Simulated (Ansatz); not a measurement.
Stretching the Pb1–H2 bond in ClHPb (SMILES [Cl][PbH]) (multiplicity 1 held, fragments rigid). Energies count from the point at 1.863 Å.
Geometry at that point (charge 0, multiplicity 1):
```xyz
3

Pb    -0.21816    -0.21253     0.29360
H     -1.37766    -0.88692    -0.99886
Cl     1.13335     1.07734    -1.35741
```

Signs of static correlation in def2-SVP, with CASSCF(2,2), from Ansatz (a first-principles code) runs.

| R (Å) | T1 of restricted CCSD | ⟨S²⟩ of UHF | largest double amplitude of restricted CCSD | weight of the CASSCF reference in MRCISD | CASSCF natural occupations |
|---|---|---|---|---|---|
| 1.490 | 0.015 | 0.000 | 0.057 | 0.919 | 1.98 0.02 |
| 1.676 | 0.015 | 0.000 | 0.052 | 0.919 | 1.97 0.03 |
| 1.863 | 0.016 | 0.000 | 0.074 | 0.919 | 1.96 0.04 |
| 2.049 | 0.017 | 0.000 | 0.100 | 0.919 | 1.94 0.06 |
| 2.235 | 0.019 | 0.000 | 0.117 | 0.919 | 1.92 0.08 |
| 2.515 | 0.023 | 0.382 | 0.189 | 0.919 | 1.87 0.13 |
| 2.794 | 0.031 | 0.685 | 0.269 | 0.919 | 1.80 0.20 |
| 3.260 | 0.052 | 0.900 | … | 0.919 | 1.61 0.39 |
| 3.725 | 0.077 | 0.972 | 0.603 | 0.919 | 1.41 0.59 |
| 4.284 | 0.101 | 0.998 | … | 0.919 | 1.22 0.78 |
| 5.029 | 0.116 | 1.007 | 0.984 | 0.919 | 1.09 0.91 |
| 5.961 | 0.121 | 1.008 | 1.071 | 0.919 | 1.03 0.97 |

Q: Some entries are withheld; supply them.

A: 
- 3.260, largest double amplitude of restricted CCSD: 0.420
- 4.284, largest double amplitude of restricted CCSD: 0.809

Doubts at one or more of the structures used: a restricted determinant that unrestricted orbitals would lower (R-CCSD(T)/def2-SVP); other coupled-cluster roots lie near (R-CCSD(T)/def2-SVP); T1 above 0.05 (R-CCSD(T)/def2-SVP, U-CCSD(T)/def2-SVP); a spin-contaminated determinant (U-CCSD(T)/def2-SVP).
